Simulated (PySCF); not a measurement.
# How the method changes the constants of TlCd

State: ²Π (doublet), unpaired electrons π ↑. Set-up: Tl def2-SVP with ECP60, Cd def2-SVP with ECP28; scalar-relativistic core potentials (PySCF 2.14). De refers to Tl + Cd in their high-spin ground configurations, without counterpoise correction. The functionals are run spin-unrestricted. A positive dipole means Tl(−)Cd(+). Levels whose curve was spin-contaminated or gave no clean fit are not listed.

```csv
Level,Re (Å),ωe (cm⁻¹),De (eV),μ (D)
UHF-MP2,3.157,63.2,0.216,n/a
UHF-SCS-MP2,3.288,48.6,0.137,n/a
PBE,3.080,74.1,0.313,0.14
BP86,3.076,74.1,0.282,0.12
r²SCAN,3.019,79.2,0.333,0.22
M06-L,3.102,74.7,0.361,0.00
PBE0,3.097,70.0,0.261,0.40
M06,3.100,77.3,0.359,-0.37
ωB97X,3.210,57.1,0.238,0.38
```

Correlated steps freeze 4 core orbitals. The bond is weak. Basis-set superposition, not corrected here, can be much of De in a small basis, most of all at correlated wavefunction levels. Functionals without a dispersion term scatter widely for such bonds, and LDA overbinds them. Spin–orbit coupling is left out, which matters for elements this heavy, above all for dissociation energies. The state was picked by a PBE0 search and need not be the measured ground state.

The whole job (state search and all levels along the bond) took about 2.3 min on 1 thread of Arm Neoverse V1 (shared host), peak memory 0.88 GiB.
